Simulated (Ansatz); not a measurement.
Basis-set extrapolation for CH$_{4}$FNSSi, SMILES `N[Si@@H]1S[C@@H]1F` (PBE0-D4/def2-TZVP geometry, frozen core, the Gaussian-basis code of Ansatz). Multiplicity 1, RHF reference.

```
                      def2-TZVPP   def2-QZVPP
                 HF  -880.673920  -880.703103
    MP2 correlation    -0.914182    -0.990115
CCSD(T) correlation    -0.988798      not run
```

Energies in hartree. Use E(X) = E(∞) + A·exp(−7.88·√X) for Hartree–Fock and E(X) = E(∞) + B·X^(−2.97) for correlation, with X = 3 and 4, and add CCSD(T) minus MP2 of the smaller set to the MP2 limit.

Task: What is the CCSD(T) energy at the basis-set limit?

Result: HF limit: -880.703103 + (-0.029183) × 0.13774 = -880.70712. MP2 limit: -0.990115 + (-0.075933) × 0.74074 = -1.04636. Higher-order term: -0.988798 − (-0.914182) = -0.07462. Total: -881.82810 hartree, 434.2 kJ/mol below CCSD(T)/def2-TZVPP.
